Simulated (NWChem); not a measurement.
System: C2H6ClFSi; SMILES CC[Si@@H](F)Cl

NWChem printed, in part:

```
             Northwest Computational Chemistry Package (NWChem) 7.3.0
             --------------------------------------------------------

 C1  symmetry detected

                             Geometry "geometry" -> ""
                             -------------------------

 Output coordinates in angstroms (scale by  1.889725989 to convert to a.u.)

  No.       Tag          Charge          X              Y              Z
 ---- ---------------- ---------- -------------- -------------- --------------
    1 C                    6.0000    -1.02749946     1.93960041     0.64426150
    2 C                    6.0000    -0.35537919     1.46694508    -0.64296165
    3 Si                  14.0000     0.56565626    -0.14026797    -0.49409309
    4 F                    9.0000     1.72722102     0.00819298     0.62947661
    5 Cl                  17.0000    -0.70870167    -1.62971185     0.14791238
    6 H                    1.0000    -1.75718555     1.19977295     1.00700467
    7 H                    1.0000    -1.56115223     2.88986405     0.49195789
    8 H                    1.0000    -0.28980226     2.09581477     1.44596928
    9 H                    1.0000     0.37031576     2.21563764    -1.00924221
   10 H                    1.0000    -1.09462249     1.34312916    -1.45434630
   11 H                    1.0000     1.21347027    -0.58837529    -1.75163912

 Effective nuclear repulsion energy (a.u.)     299.7381814319

  pbe96 is a nonlocal functional; adding pw91lda local functional.

                                 NWChem DFT Module
                                 -----------------

 Summary of "ao basis" -> "ao basis" (spherical)
 ------------------------------------------------------------------------------
       Tag                 Description            Shells   Functions and Types
 ---------------- ------------------------------  ------  ---------------------
 C                           6-31g*                  6       14   3s2p1d
 Si                          6-31g*                  8       18   4s3p1d
 F                           6-31g*                  6       14   3s2p1d
 Cl                          6-31g*                  8       18   4s3p1d
 H                           6-31g*                  2        2   2s

            General Information
            -------------------
          SCF calculation type: DFT
          Wavefunction type:  closed shell.
          No. of atoms     :    11
          No. of electrons :    58
           Alpha electrons :    29
            Beta electrons :    29
          Charge           :     0
          Spin multiplicity:     1
          Use of symmetry is: off; symmetry adaption is: off
          Maximum number of iterations: 150
          AO basis - number of functions:    90
                     number of shells:    46
          Convergence on energy requested:  1.00D-06
          Convergence on density requested:  1.00D-05
          Convergence on gradient requested:  5.00D-04

              XC Information
              --------------
          PerdewBurkeErnzerhof Exchange Functional  1.000
            Perdew 1991 LDA Correlation Functional  1.000 local
           PerdewBurkeErnz. Correlation Functional  1.000 non-local

             Grid Information
             ----------------
          Grid used for XC integration:  medium
          Radial quadrature: Mura-Knowles
          Angular quadrature: Lebedev.
          Tag              B.-S. Rad. Rad. Pts. Rad. Cut. Ang. Pts.
          ---              ---------- --------- --------- ---------
          C                   0.70       49          10.0       434
          Si                  1.10       88          10.0       590
          F                   0.50       49          11.0       434
          Cl                  1.00       88          11.0       590
          H                   0.35       45          12.0       434
          Grid pruning is: on
          Number of quadrature shells:   593
          Spatial weights used:  Erf1

      Superposition of Atomic Density Guess
      -------------------------------------

 Sum of atomic energies:        -925.95012579

      Non-variational initial energy
      ------------------------------

 Total energy =    -927.997546
 1-e energy   =   -1875.509041
 2-e energy   =     647.773314
 HOMO         =      -0.338878
 LUMO         =       0.079253

[...]

                                NWChem TDDFT Module
                                -------------------

            General Information
            -------------------
           No. of orbitals :     180
            Alpha orbitals :      90
             Beta orbitals :      90
        Alpha frozen cores :       0
         Beta frozen cores :       0
     Alpha frozen virtuals :       0
      Beta frozen virtuals :       0
         Spin multiplicity :       1
    Number of AO functions :      90
        Use of symmetry is : off
      Symmetry adaption is : off
         Schwarz screening :  0.10D-07

              XC Information
              --------------
   PerdewBurkeErnzerhof Exchange Functional   1.00
     Perdew 1991 LDA Correlation Functional   1.00 local
    PerdewBurkeErnz. Correlation Functional   1.00 non-local

             TDDFT Information
             -----------------
          Calculation type : Tamm-Dancoff TDDFT
         Wavefunction type : Restricted singlets
          No. of electrons :      58
           Alpha electrons :      29
            Beta electrons :      29
              No. of roots :       6
          Max subspacesize :    5200
            Max iterations :     100
               Target root :       1
           Target symmetry : none
      Symmetry restriction : off
                 Algorithm : Optimal
        Davidson threshold :  0.10D-03

    6 smallest eigenvalue differences (eV)
--------------------------------------------------------
  No. Spin  Occ  Vir  Irrep   E(Occ)    E(Vir)   E(Diff)
--------------------------------------------------------
    1    1   29   30 a        -0.265     0.003     7.311
    2    1   29   31 a        -0.265     0.009     7.463
    3    1   28   30 a        -0.288     0.003     7.937
    4    1   28   31 a        -0.288     0.009     8.089
    5    1   27   30 a        -0.297     0.003     8.180
    6    1   27   31 a        -0.297     0.009     8.332
--------------------------------------------------------

  Entering Davidson iterations
  Restricted singlet excited states

  Iter   NTrls   NConv    DeltaV     DeltaE      Time
  ----  ------  ------  ---------  ---------  ---------
    1      6       0     0.11E+00   0.10+100        6.2
    2     12       0     0.57E-01   0.16E-01        7.0
    3     18       0     0.15E-01   0.32E-02        6.5
    4     24       0     0.26E-02   0.24E-03        6.7
    5     30       4     0.36E-03   0.86E-05        7.7
    6     32       6     0.47E-04   0.12E-06        4.8
  ----  ------  ------  ---------  ---------  ---------
  Convergence criterion met

  Ground state a        -928.881167575187 a.u.

  ----------------------------------------------------------------------------
  Root   1 singlet a              0.272835894 a.u.                7.4242 eV
  ----------------------------------------------------------------------------
     Transition Moments    X -0.11814   Y  0.16177   Z  0.03696
     Dipole Oscillator Strength                    0.0075472235
     Electric Quadrupole                           0.0000000297
     Magnetic Dipole                               0.0000013760
     Total Oscillator Strength                     0.0075486291

     Occ.   29  a   ---  Virt.   30  a        0.98566
     Occ.   29  a   ---  Virt.   31  a        0.13534
  ----------------------------------------------------------------------------
  Root   2 singlet a              0.280214159 a.u.                7.6250 eV
  ----------------------------------------------------------------------------
     Transition Moments    X  0.06687   Y -0.11170   Z -0.04713
     Dipole Oscillator Strength                    0.0035808864
     Electric Quadrupole                           0.0000000407
     Magnetic Dipole                               0.0000012780
     Total Oscillator Strength                     0.0035822050

     Occ.   29  a   ---  Virt.   30  a       -0.13012
     Occ.   29  a   ---  Virt.   31  a        0.98240
     Occ.   29  a   ---  Virt.   32  a        0.07701
  ----------------------------------------------------------------------------
  Root   3 singlet a              0.300266399 a.u.                8.1707 eV
  ----------------------------------------------------------------------------
     Transition Moments    X  0.11544   Y  0.23905   Z -0.10313
     Dipole Oscillator Strength                    0.0162360605
     Electric Quadrupole                           0.0000001500
     Magnetic Dipole                               0.0000003775
     Total Oscillator Strength                     0.0162365879

     Occ.   25  a   ---  Virt.   30  a       -0.05514
     Occ.   25  a   ---  Virt.   31  a        0.13703
     Occ.   26  a   ---  Virt.   30  a       -0.05142
     Occ.   27  a   ---  Virt.   30  a        0.33887
     Occ.   27  a   ---  Virt.   31  a        0.23900
     Occ.   27  a   ---  Virt.   32  a        0.06288
     Occ.   28  a   ---  Virt.   30  a       -0.87670
     Occ.   29  a   ---  Virt.   32  a       -0.12154
  ----------------------------------------------------------------------------
  Root   4 singlet a              0.304529659 a.u.                8.2867 eV
  ----------------------------------------------------------------------------
     Transition Moments    X  0.06499   Y  0.04345   Z -0.03680
     Dipole Oscillator Strength                    0.0015156588
     Electric Quadrupole                           0.0000000588
     Magnetic Dipole                               0.0000002283
     Total Oscillator Strength                     0.0015159460

[...]
```

Level: PBE/6-31G* (spherical d), TDA. Coordinates come from a PBE0/def2-SVP optimisation.

Task: Reconstruct the input file.

Result: Several could match; the one computed here: the input that was run:
```
start job
memory heap 200 mb stack 900 mb global 1100 mb
geometry units angstroms noautoz
  C     -0.962750     1.980641     0.651400
  C     -0.280120     1.500108    -0.627348
  Si     0.566679    -0.147943    -0.484305
  F      1.705498    -0.068548     0.669155
  Cl    -0.786277    -1.590640     0.101133
  H     -1.732439     1.267537     0.983711
  H     -1.450938     2.955619     0.502830
  H     -0.238998     2.091493     1.473124
  H      0.486053     2.222299    -0.963137
  H     -1.003778     1.421844    -1.458221
  H      1.225361    -0.603377    -1.733546
end
basis spherical
  C library 6-31g*
  Si library 6-31g*
  F library 6-31g*
  Cl library 6-31g*
  H library 6-31g*
end
dft
  xc xpbe96 cpbe96
  iterations 150
end
tddft
  cis
  nroots 6
  notriplet
end
task tddft energy
```
